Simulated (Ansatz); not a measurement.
Geometry optimisation, Ansatz, RKS PBE0-D4/def2-SVP.

Input file:

```yaml
crystal:
  periodic: [false, false, false]
  atoms:
    - { symbol: Ti, position_ang: [0.157501, -0.104076, 0.131529] }
    - { symbol: "N", position_ang: [0.250455, -0.02248, 2.108461] }
    - { symbol: H, position_ang: [-0.135267, -0.732353, 2.725691] }
    - { symbol: H, position_ang: [0.918121, 0.568649, 2.597394] }
    - { symbol: F, position_ang: [1.76864, 0.033698, -0.476839] }
    - { symbol: F, position_ang: [-0.705976, 1.263553, -0.511467] }
    - { symbol: F, position_ang: [-0.545061, -1.601035, -0.390032] }
    - { symbol: P, position_ang: [-3.25868, 0.280743, 1.278855] }
    - { symbol: H, position_ang: [-2.82288, -0.612136, 0.251343] }
    - { symbol: H, position_ang: [-3.580487, -0.78945, 2.171322] }
    - { symbol: H, position_ang: [-1.951666, 0.434587, 1.826844] }
basis:
  gaussian: { orbitals: def2-SVP }
hamiltonian:
  xc: pbe0
  dispersion: d4
relax:
  f_tol: 0.03
  max_steps: 50
```

Launched with:

```bash
$ ansatz run input.yaml --threads 4 --pin off --max-ram 5120MiB --backend cpu --events-out ev --progress --plain --runs-dir out
```

Where does it end, and by what steps?

It converged. The force dipped under the threshold on the way, but the program's further checks kept it going. After 13 steps the energy has fallen by 0.274 eV; H10 moved furthest, 0.52 Å.

```tsv
step	energy less start (eV)	largest force component (eV/Å)	accepted
0	0.0000	2.323	yes
1	-0.2320	0.705	yes
2	-0.2600	0.369	yes
3	-0.2671	0.090	yes
4	-0.2691	0.055	yes
5	-0.2704	0.041	yes
6	-0.2712	0.057	yes
7	-0.2719	0.105	yes
8	-0.2725	0.079	yes
9	-0.2733	0.018	yes
10	-0.2738	0.028	yes
11	-0.2740	0.034	yes
12	-0.2742	0.028	yes
13	-0.2745	0.024	yes
```

```xyz
11
Properties=species:S:1:pos:R:3
Ti 0.350 -0.115 0.135
N 0.521 -0.128 1.967
H -0.010 -0.742 2.581
H 1.117 0.501 2.501
F 1.915 0.188 -0.555
F -0.698 1.198 -0.351
F -0.361 -1.633 -0.328
P -3.495 0.272 1.159
H -2.798 -0.780 0.490
H -4.066 -0.623 2.117
H -2.380 0.580 1.998
```

Whether the end is a true minimum wasn't checked by a vibrational analysis.

The run took 40 s on 4 threads of Arm Neoverse V2 (shared host), peak memory 0.38 GiB.
